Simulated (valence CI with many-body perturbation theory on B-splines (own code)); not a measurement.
Level structure of Hf41+

Level of theory: valence CI with perturbative core correlation (CI+MBPT): three valence electrons over a frozen Dirac-Fock core [Ar] 3d10, a basis of 11 s, 11 p, 10 d, 8 f, 5 g, 2 h functions for each j, with the one-electron correlation potential Σ1 (screened to all orders), the two-electron term Σ2, the three-electron term Σ3, Breit, model QED; selected single and double excitations, second order for the rest, scaled by the run's own slope (own B-spline code, finite nucleus).

No measured spectrum was set against this ion. As an estimate, large intervals hold to a few tenths of a per cent, small ones and those within an open d or f shell to about a per cent.

Levels 46 to 90 of 194, with energies above the lowest level, (4s^2 4p1/2) J=1/2. "Leading %" is the weight of the configuration and term that name the level; weights of strongly mixed levels are sums over their largest components and can fall short. In the jj column 3d3/2^4 stands for four electrons in 3d with j = 3/2. Lifetimes count E1, E2, E3, M1 and M2 decay at the calculated energies, and are blank where another channel may lead or the interval is too uncertain; long ones can be off by a factor of two.

```
No.  Configuration  Term     J  E (eV)  Leading %  Second component  Lifetime                Leading jj
 46          4p²4d    ²G   7/2  491.59         34    11 % 4s4p4f ²F   23.1 ps  4p1/2 4p3/2 4d3/2 (60 %)
 47          4p²4d    ⁴F   3/2  495.73         38     27 % 4p²4d ²P   2.56 ps  4p1/2 4p3/2 4d3/2 (92 %)
 48          4p²4d    ⁴D   1/2  496.69         82     15 % 4p²4d ²P   2.34 ps  4p1/2 4p3/2 4d3/2 (99 %)
 49         4s4p4f    ⁴G   5/2  498.67         44     19 % 4p²4d ²F   2.00 ps     4s 4p1/2 4f5/2 (61 %)
 50         4s4p4f    ⁴F   7/2  500.08         31    24 % 4s4p4f ⁴D   10.7 ps     4s 4p1/2 4f7/2 (80 %)
 51         4s4p4f    ⁴G   5/2  502.67         20    19 % 4s4p4f ²D   2.31 ps     4s 4p1/2 4f5/2 (70 %)
 52         4s4p4f    ⁴G   7/2  505.77         35    15 % 4s4p4f ⁴D   2.76 ps     4s 4p1/2 4f7/2 (44 %)
 53         4s4p4f    ⁴F   3/2  505.99         50    27 % 4s4p4f ²D   2.53 ps     4s 4p1/2 4f5/2 (86 %)
 54         4s4p4f    ⁴G   9/2  506.40         30    28 % 4s4p4f ⁴F   13.5 ps     4s 4p1/2 4f7/2 (84 %)
 55         4s4p4f    ⁴F   5/2  508.20         26    23 % 4s4p4f ²F   2.62 ps     4s 4p1/2 4f7/2 (78 %)
 56         4s4p4f    ²G   7/2  511.32         28     28 % 4p²4d ²F   2.53 ps     4s 4p1/2 4f7/2 (31 %)
 57          4p²4d    ²D   3/2  511.70         39     18 % 4p²4d ²P    790 fs  4p1/2 4p3/2 4d3/2 (85 %)
 58          4p²4d    ⁴P   1/2  513.90         38     29 % 4p²4d ²P    793 fs  4p1/2 4p3/2 4d3/2 (94 %)
 59          4p²4d    ⁴P   5/2  515.66         38     21 % 4p²4d ⁴F   1.02 ps  4p1/2 4p3/2 4d5/2 (40 %)
 60          4p²4d    ⁴F   7/2  516.77         33     30 % 4p²4d ⁴D   1.62 ps  4p1/2 4p3/2 4d5/2 (72 %)
 61          4p²4d    ²G   9/2  518.19         52     30 % 4p²4d ⁴F   2.84 ps  4p1/2 4p3/2 4d5/2 (82 %)
 62          4p²4d    ²P   3/2  519.96         49     32 % 4p²4d ⁴P   1.62 ps  4p1/2 4p3/2 4d5/2 (90 %)
 63          4p²4d    ²D   5/2  521.30         48     25 % 4p²4d ⁴D   1.80 ps  4p1/2 4p3/2 4d5/2 (87 %)
 64          4p²4d    ²D   3/2  533.65         64     14 % 4p²4d ²P   1.66 ps  4p1/2 4p3/2 4d5/2 (92 %)
 65          4p²4d    ²F   7/2  533.82         37     29 % 4p²4d ²G   1.46 ps  4p1/2 4p3/2 4d5/2 (65 %)
 66          4p²4d    ²P   1/2  534.42         60     32 % 4p²4d ²S   1.57 ps  4p1/2 4p3/2 4d5/2 (94 %)
 67          4p²4d    ²D   5/2  537.38         28     23 % 4p²4d ²F    912 fs  4p1/2 4p3/2 4d5/2 (59 %)
 68          4s4d²    ⁴F   3/2  555.91         82     13 % 4s4d² ²D    613 fs         4s 4d3/2^2 (90 %)
 69          4s4d²    ⁴F   5/2  559.79         62     16 % 4s4d² ²D    606 fs         4s 4d3/2^2 (77 %)
 70          4s4d²    ⁴P   1/2  565.55         69     19 % 4s4d² ²S    630 fs         4s 4d3/2^2 (84 %)
 71          4s4d²    ⁴F   7/2  569.31         54     11 % 4s4d² ²G   1.39 ps     4s 4d3/2 4d5/2 (64 %)
 72          4s4d²    ⁴F   5/2  571.21         24     18 % 4s4d² ²D   1.23 ps     4s 4d3/2 4d5/2 (59 %)
 73          4s4d²    ²G   9/2  572.38         38    22 % 4s4p4f ⁴G   1.63 ps     4s 4d3/2 4d5/2 (55 %)
 74          4s4d²    ⁴P   3/2  574.01         28     28 % 4s4d² ²D   1.16 ps     4s 4d3/2 4d5/2 (64 %)
 75          4s4d²    ⁴F   7/2  574.32         29     22 % 4s4d² ²G   1.29 ps     4s 4d3/2 4d5/2 (51 %)
 76          4s4d²    ⁴P   3/2  577.55         67      7 % 4s4d² ²P    955 fs     4s 4d3/2 4d5/2 (74 %)
 77          4s4d²    ⁴P   5/2  579.35         49     18 % 4s4d² ²F    946 fs     4s 4d3/2 4d5/2 (70 %)
 78          4s4d²    ²P   1/2  579.75         34     17 % 4p²4d ⁴P   1.04 ps     4s 4d3/2 4d5/2 (47 %)
 79         4s4p4f    ⁴F   9/2  581.41         41     20 % 4s4d² ⁴F   4.71 ps     4s 4p3/2 4f7/2 (62 %)
 80          4s4d²    ²F   7/2  581.97         22    17 % 4s4p4f ²F   3.28 ps     4s 4p3/2 4f7/2 (37 %)
 81         4s4p4f    ⁴F   7/2  582.79         32     28 % 4s4d² ²G   1.60 ps     4s 4p3/2 4f5/2 (48 %)
 82         4s4p4f    ⁴G  11/2  585.38        100                     3.49 ps    4s 4p3/2 4f7/2 (100 %)
 83         4s4p4f    ⁴F   5/2  585.93         27     26 % 4s4d² ²F   1.19 ps     4s 4p3/2 4f5/2 (59 %)
 84         4s4p4f    ⁴D   3/2  586.63         70    14 % 4s4p4f ⁴F   1.81 ps     4s 4p3/2 4f5/2 (74 %)
 85         4s4p4f    ⁴D   1/2  586.76         92                     2.13 ps     4s 4p3/2 4f5/2 (92 %)
 86          4s4d²    ⁴F   9/2  587.76         54    17 % 4s4p4f ⁴F   1.27 ps         4s 4d5/2^2 (37 %)
 87         4s4p4f    ²F   5/2  589.89         32    28 % 4s4p4f ⁴D   2.53 ps     4s 4p3/2 4f7/2 (88 %)
 88         4s4p4f    ⁴G   7/2  590.79         15    13 % 4s4p4f ⁴F   1.18 ps     4s 4p3/2 4f5/2 (40 %)
 89         4s4p4f    ²D   3/2  592.00         36     17 % 4p²4d ⁴P   1.29 ps     4s 4p3/2 4f7/2 (36 %)
 90         4s4p4f    ²F   5/2  592.07         39    10 % 4s4p4f ⁴G   1.06 ps     4s 4p3/2 4f5/2 (57 %)
```

Where two levels of one J and parity lie close, their mixing, g and order are uncertain.
